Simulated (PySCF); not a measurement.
Estimate the missing entries of this data sheet.

Compound: C7H13N.
InChI=1S/C7H13N/c1-6(2)7(3)4-5-8/h5,8H,4H2,1-3H3/b8-5-

Conformer (atom-mapped SMILES and torsion angles): `[H]/[N:8]=[CH:7]\[CH2:6][C:4](=[C:2]([CH3:1])[CH3:3])[CH3:5]`: C2–C4–C6–C7 82°, C4–C6–C7–N8 -126°.

| property | level | value |
| --- | --- | --- |
| point group | PBE0-D3(BJ)/def2-SVP | C1 |
| rotational constants A, B, C | PBE0-D3(BJ)/def2-SVP | ? |
| dipole moment | wB97X-D/def2-SVPD | ? |
| HOMO energy | wB97X-D/def2-SVPD | -8.38 eV |
| LUMO energy | wB97X-D/def2-SVPD | ? |
| lowest singlet excitation | TDDFT wB97X-D/def2-SVPD | 5.31 eV (234 nm, f = 0.006) |
| strongest line among the 6 lowest singlet transitions | TDDFT wB97X-D/def2-SVPD | ? |
| static isotropic polarisability | wB97X-D/def2-SVPD | ? |
| electronic spatial extent ⟨r²⟩ about the centre of nuclear charge | wB97X-D/def2-SVPD | 1199 bohr² |

The electronic properties come from PySCF, for the isolated species, density fitting.

**Question.** Give the strongest line among the 6 lowest singlet transitions.

**Answer.** S3 at 6.64 eV (187 nm, f = 0.186).

**Question.** What is the LUMO energy?

**Answer.** 1.66 eV.

**Question.** Give the static isotropic polarisability.

**Answer.** 93.9 au.

**Question.** The rotational constants A, B, C?

**Answer.** 2.817, 1.424, 1.052 GHz.

**Question.** The dipole moment?

**Answer.** 2.76 D.

No computed singlet falls in the visible range (750 to 380 nm, 1.65 to 3.26 eV); S1 lies 2.05 eV above its blue end. The dipole matches unit charges of opposite sign 0.58 Å apart (1 e·Å = 4.8032 D). In wavenumbers S1 is 42800 cm⁻¹ (1 eV = 8065.54 cm⁻¹).

For the geometry optimisation (PBE0-D3(BJ)/def2-SVP), the run took 4.9 min of wall time on one thread, Intel Xeon at 2.70 GHz (x86_64), shared host with 64 logical CPUs at a one-minute load of 59, and the process peaked at 0.84 GiB of memory.

One conformer stands for the species.
